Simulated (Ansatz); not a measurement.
Cl₂GaI (`[Cl][Ga]([Cl])[I]`), relaxed with RKS PBE-D4/def2-SVP in the Gaussian-basis code of Ansatz from a rough embedded geometry. The force threshold is 0.03 eV/Å; the program also tests the step.

Total charge 0; spin multiplicity 1. I takes the def2 core potential.

Start:

```xyz
4

Cl    1.966    1.320    0.078
Ga   -0.071    0.195    0.104
Cl   -0.276   -0.830    1.829
I    -1.620   -0.685   -2.011
```

| step | energy (eV) | largest force (eV/Å) | largest move (Å) |
| --- | --- | --- | --- |
| 1 | -85494.8962 | 3.554 | 0.000 |
| 2 | -85495.6155 | 0.617 | 0.195 |
| 3 | -85495.6777 | 0.751 | 0.170 |
| 4 | -85495.7093 | 0.059 | 0.053 |
| 5 | -85495.7096 | 0.004 | 0.008 |

End:

```xyz
4

Cl    1.739    1.310   -0.122
Ga    0.038    0.012    0.051
Cl   -0.372   -0.853    1.972
I    -1.406   -0.470   -1.901
```

Hardware: 4 threads of a server CPU on a shared host. Wall time 4.5 s, peak host memory 0.16 GiB.
